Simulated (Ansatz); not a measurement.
The inner images of a band of BClF2 + BrH (6 atoms, charge 0, multiplicity 1) are given out of order.

These are results of RKS revPBE-D4/def2-SVP in Ansatz 0.2.0, not measurements.

Initial state:

```xyz
6
Properties=species:S:1:pos:R:3
B -0.012 0.339 0.056
Cl -0.035 0.746 1.779
F 1.143 0.244 -0.588
F -1.150 0.189 -0.606
Br 0.086 -2.966 0.880
H 0.124 -2.065 1.998
```

Final state:

```xyz
6
Properties=species:S:1:pos:R:3
B 0.016 -0.532 -0.436
Cl 0.012 0.267 2.620
F 1.145 0.131 -0.641
F -1.151 0.065 -0.630
Br 0.073 -2.414 0.008
H 0.059 -1.031 2.596
```

Q: Put them in order from the first end to the last, with their energies above the first end.
A.
```xyz
6
Properties=species:S:1:pos:R:3
B 0.006 -0.009 0.136
Cl -0.004 0.449 1.924
F 1.160 0.107 -0.512
F -1.155 0.033 -0.507
Br 0.088 -2.543 0.686
H 0.059 -1.551 1.792
```
B.
```xyz
6
Properties=species:S:1:pos:R:3
B 0.019 -0.509 -0.301
Cl 0.012 0.240 2.487
F 1.151 0.136 -0.537
F -1.151 0.069 -0.525
Br 0.077 -2.406 0.148
H 0.048 -1.044 2.246
```
C.
```xyz
6
Properties=species:S:1:pos:R:3
B -0.002 0.207 0.117
Cl -0.017 0.636 1.847
F 1.152 0.145 -0.529
F -1.149 0.075 -0.530
Br 0.096 -2.795 0.793
H 0.075 -1.782 1.821
```
D.
```xyz
6
Properties=species:S:1:pos:R:3
B 0.019 -0.427 -0.110
Cl 0.008 0.217 2.229
F 1.159 0.136 -0.495
F -1.156 0.068 -0.486
Br 0.078 -2.392 0.347
H 0.047 -1.116 2.033
```
E.
```xyz
6
Properties=species:S:1:pos:R:3
B 0.015 -0.257 0.066
Cl 0.004 0.266 2.034
F 1.165 0.122 -0.499
F -1.159 0.052 -0.494
Br 0.081 -2.406 0.551
H 0.050 -1.291 1.860
```

A: C (+0.05 eV), A (+0.35 eV), E (+0.70 eV), D (+0.43 eV), B (+0.19 eV).

The run took 2.2 min on 2 threads of Arm Neoverse V1 (shared host), peak memory 0.14 GiB.
